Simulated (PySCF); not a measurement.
H₃BF₂O₂SSi (SMILES OB(O)S[SiH](F)F), singlet, at a GFN2-xTB geometry, atoms displaced at random by about 0.08 Å a coordinate; B3LYP/STO-3G, gradient (PySCF).

The PySCF input:
```python
from pyscf import gto, scf, dft

mol = gto.Mole()
mol.atom = '''
    Si   -1.456914   -0.186860    0.049740
    F    -2.540930    0.111248   -0.785433
    F    -1.143270    1.369129    0.878706
    S     0.401742   -0.641801   -0.800285
    B     1.791599   -0.377281    0.217475
    O     1.649782    0.753587    1.136253
    O     3.051624   -0.843341   -0.050358
    H    -2.048657   -0.929818    1.223027
    H     0.940539    1.348134    1.220071
    H     3.692703   -0.479025    0.543176
'''
mol.basis = 'sto-3g'
mol.charge = 0
mol.spin = 0
mol.verbose = 4
mol.build()

mf = dft.RKS(mol)
mf.xc = 'b3lyp'
mf.grids.level = 0
mf.kernel()
g = mf.nuc_grad_method()
g.grid_response = True
grad = g.kernel()
```

Output, abridged:

```
PySCF version 2.14.0

[INPUT] verbose = 4
[INPUT] num. atoms = 10
[INPUT] num. electrons = 72
[INPUT] charge = 0
[INPUT] spin (= nelec alpha-beta = 2S) = 0
[INPUT] symmetry False subgroup None
[INPUT] Mole.unit = angstrom
[INPUT] Symbol           X                Y                Z      unit          X                Y                Z       unit  Magmom
[...]
nuclear repulsion = 459.560239938375
number of shells = 28
number of NR pGTOs = 138
number of NR cGTOs = 46
basis = sto-3g
ecp = {}

******** <class 'pyscf.dft.rks.RKS'> ********
method = RKS
initial guess = minao
damping factor = 0
level_shift factor = 0
DIIS = <class 'pyscf.scf.diis.CDIIS'>
diis_start_cycle = 1
diis_space = 8
diis_damp = 0
SCF conv_tol = 1e-09
SCF conv_tol_grad = None
SCF max_cycles = 50
direct_scf = True
direct_scf_tol = 1e-13
XC library pyscf.dft.libxc version 7.1.2
    S. Lehtola, C. Steigemann, M. J. T. Oliveira, and M. A. L. Marques,  SoftwareX 7, 1–5 (2018)
XC functionals = b3lyp
    P. J. Stephens, F. J. Devlin, C. F. Chabalowski, and M. J. Frisch,  J. Phys. Chem. 98, 11623 (1994)
radial grids:
    Treutler-Ahlrichs [JCP 102, 346 (1995); DOI:10.1063/1.469408] (M4) radial grids

becke partition: Becke, JCP 88, 2547 (1988); DOI:10.1063/1.454033
pruning grids: <function nwchem_prune>
grids dens level: 0
symmetrized grids: False
atomic radii adjust function: <function treutler_atomic_radii_adjust>
small_rho_cutoff = 0
Set gradient conv threshold to 3.16228e-05
Initial guess from minao.
tot grids = 10544
init E= -1052.29061920049
[...]
cycle= 1 E= -1051.22781523932  delta_E= 1.06  |g|= 0.867  |ddm|= 4.06
[...]
cycle= 2 E= -1051.01561329641  delta_E= 0.212  |g|= 1.27  |ddm|= 3.11
[...]
cycle= 3 E= -1051.51677671046  delta_E= -0.501  |g|= 0.179  |ddm|= 1.95
[...]
cycle= 4 E= -1051.52859104163  delta_E= -0.0118  |g|= 0.0661  |ddm|= 0.438
[...]
cycle= 5 E= -1051.53006643613  delta_E= -0.00148  |g|= 0.0198  |ddm|= 0.114
[...]
cycle= 6 E= -1051.53020298146  delta_E= -0.000137  |g|= 0.00327  |ddm|= 0.0347
[...]
cycle= 7 E= -1051.53020663616  delta_E= -3.65e-06  |g|= 0.000967  |ddm|= 0.00655
[...]
cycle= 8 E= -1051.53020701305  delta_E= -3.77e-07  |g|= 0.000229  |ddm|= 0.00209
[...]
cycle= 9 E= -1051.53020703404  delta_E= -2.1e-08  |g|= 4.23e-05  |ddm|= 0.000452
[...]
cycle= 10 E= -1051.53020703477  delta_E= -7.34e-10  |g|= 3.53e-06  |ddm|= 8.73e-05
[...]
Extra cycle  E= -1051.53020703477  delta_E= 2.27e-12  |g|= 4e-06  |ddm|= 1.27e-05
converged SCF energy = -1051.53020703477

******** <class 'pyscf.grad.rks.Gradients'> for <class 'pyscf.dft.rks.RKS'> ********
unit = Eh/Bohr
grid_response = True
--------------- RKS gradients ---------------
         x                y                z
0 Si    -0.1999264194    -0.0244842694    -0.2628299621
1 F     0.2029003518    -0.0502577312     0.1894416371
2 F     0.0016929059     0.0517695682     0.0297786225
3 S     0.0146051402     0.0490871018     0.0670736622
4 B     0.0306027027    -0.1112523237    -0.0642107930
5 O    -0.1446780974     0.1147721173     0.0128304033
6 O     0.0568672142     0.0537641207     0.0560808805
7 H    -0.0152621872     0.0059506628     0.0196602638
8 H     0.1093443119    -0.0491570933     0.0089808399
9 H    -0.0561459225    -0.0401921530    -0.0568055542
----------------------------------------------
```
